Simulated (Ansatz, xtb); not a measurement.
# C4H2N2S: which of two isomers lies lower

We compare X, `N#Cc1ccsn1`, a singlet, with Y, `N#Cc1cscn1`, a singlet. Both are isolated molecules in the gas phase, relaxed with B3LYP-D3(BJ)/def2-SVP.

Question: Which of the two would you expect CCSD(T)/def2-SVP + ΔMP2/def2-TZVPP electronic energies to favour?

Answer: Structure Y; the calculation gives E(Y) − E(X) = −10.6 kJ/mol.

Level by level:

| level | geometry | E(Y) − E(X) (kJ/mol) | departure from the last row (kJ/mol) | job, with rough time for the two |
| --- | --- | --- | --- | --- |
| GFN2-xTB | GFN2-xTB | −10.5 | +0.1 | optimisation, 0.18 s |
| HF/STO-3G | GFN2-xTB | −27.3 | −16.7 | single point, 0.46 s |
| r2SCAN-D4/def2-SVP | GFN2-xTB | −26.0 | −15.4 | single point, 2.8 s |
| B3LYP-D3(BJ)/def2-SVP | B3LYP-D3(BJ)/def2-SVP | −24.3 | −13.7 | optimisation, 33 s |
| HF/def2-SVP | B3LYP-D3(BJ)/def2-SVP | −33.1 | −22.5 | part of the CCSD(T) run |
| MP2/def2-SVP | B3LYP-D3(BJ)/def2-SVP | −22.7 | −12.1 | part of the CCSD(T) run |
| CCSD(T)/def2-SVP | B3LYP-D3(BJ)/def2-SVP | −25.8 | −15.2 | single point |
| CCSD(T)/def2-SVP + ΔMP2/def2-TZVPP | B3LYP-D3(BJ)/def2-SVP | −10.6 |  | single point, 38 s |

As drawn, Y has 1 C∷S, 1 C∷N in place of 1 C∷C, 1 N∷S (∷ is an aromatic bond).

None of the levels shown reverses the order. The largest departure from CCSD(T)/def2-SVP + ΔMP2/def2-TZVPP is that of HF/def2-SVP, 22.5 kJ/mol. The last row adds to CCSD(T) the change of the MP2 difference between the two basis sets, here +15.2 kJ/mol, a large step that makes the value less sure.

With thermal terms from frequencies at re-optimised GFN2-xTB minima (ideal gas, soft modes damped towards free rotors, one conformer each, 298.15 K, 1 atm): the zero-point term adds 0.0 kJ/mol; ΔH is −10.5 and ΔG −10.7 kJ/mol.

The correlated steps freeze 11 core orbitals. Codes used: Ansatz 0.2.0, xtb 6.7.1; the last row on 2 threads of Intel(R) Xeon(R) Platinum 8488C (Sapphire Rapids) on a shared host.
